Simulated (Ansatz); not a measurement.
`CC(C)(C)O[Si]OC(C)(C)C` + H₂S → `CC(C)(C)S` + `CC(C)(C)O[Si]O`  (substitution at a C–O bond)

Calculated with Ansatz (gas phase, PBE0-D4/def2-TZVP geometries, no zero-point term in ΔE). CCSD(T)/CBS adds triple-zeta CCSD(T) − MP2 to the extrapolated MP2 energy (def2 sets, frozen cores). This one scheme is used for every species. Each species was taken in one conformer, which may not be the lowest.

```tsv
species	CCSD(T)/CBS(def2) energy (Eh)
`CC(C)(C)O[Si]OC(C)(C)C`	-754.77200
H₂S	-398.97279
`CC(C)(C)S`	-556.01974
`CC(C)(C)O[Si]O`	-597.73406
```

(1) Work out ΔE.

Largest T1 diagnostic among the species: 0.013.

## Answers

(1) ΔE = (-556.01974) + (-597.73406) − (-754.77200) − (-398.97279) = -0.00901 Eh = -5.7 kcal/mol.

From BLYP to BHLYP (50 % exact exchange), in def2-TZVPP and without D4, ΔE moves by +1.0 kcal/mol. At CCSD(T), def2-SVP lies +5.1 kcal/mol from the extrapolated value and def2-TZVPP +1.2 kcal/mol. Leaving LDA and LC-ωPBE aside and taking each functional with its dispersion term where it has one, the values, not all of them listed here, spread over 4.3 kcal/mol, from PBE-QIDH to CAM-B3LYP-D4. LDA lies +2.2 kcal/mol from PBE without D4.
